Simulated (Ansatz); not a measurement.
Geometry optimisation, RKS PBE/def2-SVP (Ansatz 0.2.0).

The input (input.yaml):

```yaml
crystal:
  periodic: [false, false, false]
  atoms:
    - { symbol: Sn, position_ang: [0.0, 0.0, 0.0] }
    - { symbol: O, position_ang: [0.0, 0.0, 2.31] }
    - { symbol: H, position_ang: [-0.9095, -0.2814, 2.6471] }
    - { symbol: H, position_ang: [1.6408, 0.0, -0.5794] }
    - { symbol: H, position_ang: [-0.8195, 1.4198, -0.5794] }
    - { symbol: H, position_ang: [-0.8195, -1.4198, -0.5794] }
    - { symbol: Cl, position_ang: [1.4144, -2.1479, 0.8545] }
    - { symbol: H, position_ang: [0.7344, -1.1152, 2.0705] }
basis:
  gaussian: { orbitals: def2-SVP }
hamiltonian:
  xc: pbe
relax:
  f_tol: 0.15
  max_steps: 25
  restrain:
    - { distance: [0, 6], at: 3.61, k: 30.0 }
    - { distance: [7, 1], at: 2.21, k: 30.0 }
    - { distance: [0, 1], at: 1.96, k: 30.0 }
    - { distance: [7, 6], at: 1.37, k: 30.0 }
```

Run as:

```bash
$ ansatz run input.yaml --threads 1 --pin off --max-ram 2048MiB --backend cpu --events-out ev --progress --plain --runs-dir out
```

Task: Where does it end, and by what steps?

Result: It converged. The restraints hold the end off the free minimum. After 7 steps the energy has fallen by 0.860 eV (the restraints' own energy left out); Cl7 moved furthest, 0.75 Å. Parted: Sn1–Cl7 (2.71 → 3.61 Å). Joined: Cl7–H8 (1.73 → 1.34 Å).

```csv
step,energy less start (eV),largest force component (eV/Å),accepted
0,0.0000,1.936,yes
1,0.0620,2.946,yes
2,-0.0583,3.756,yes
3,-0.4574,2.420,yes
4,-0.8150,1.436,yes
5,-0.7595,1.568,no
6,-0.8434,1.185,yes
7,-0.8601,0.948,yes
```

```xyz
8
Properties=species:S:1:pos:R:3
Sn -0.149 0.150 -0.034
O -0.078 0.157 1.956
H -0.923 -0.129 2.350
H 1.511 0.231 -0.469
H -1.008 1.585 -0.502
H -0.983 -1.262 -0.580
Cl 1.653 -2.660 1.352
H 1.218 -1.615 2.072
```

Time of the run: 17 s on 1 thread of AMD EPYC 7B13 (Zen 3) (shared host), peak memory 0.14 GiB.
